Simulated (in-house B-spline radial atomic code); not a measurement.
## Sc+: [Ar] 4s1 4p1 (an excited or competing configuration)

Computed with a B-spline radial code for spherical atoms: non-relativistic r2SCAN0, spin-polarised, spherical fractional occupations, point nucleus.

Screening seen three ways: the hydrogenic charge with the same mean radius, Z_r = [3n² - l(l+1)]/(2<r>), the one with the same energy, Z_e = n√(-2ε), and Slater's rules. Values are occupation-weighted means over spin.

```tsv
shell	electrons	ε (eV)	<r> (bohr)	Z_r	Z_e	Slater
1s	2	-4434.9	0.0736	20.38	18.05	20.70
2s	2	-502.23	0.3446	17.41	12.15	16.85
2p	6	-415.9	0.3079	16.24	11.06	16.85
3s	2	-73.568	1.066	12.66	6.98	9.75
3p	6	-50.182	1.142	10.94	5.76	9.75
4s	1	-13.452	3.161	7.59	3.98	3.85
4p	1	-8.3095	3.735	6.16	3.13	3.85
```

The least bound orbital is 4p up at -8.31 eV, and it is also the most diffuse (<r> = 3.735 bohr).

Caution: exact exchange at fractional occupations of open shells leaves self-interaction of up to several eV.
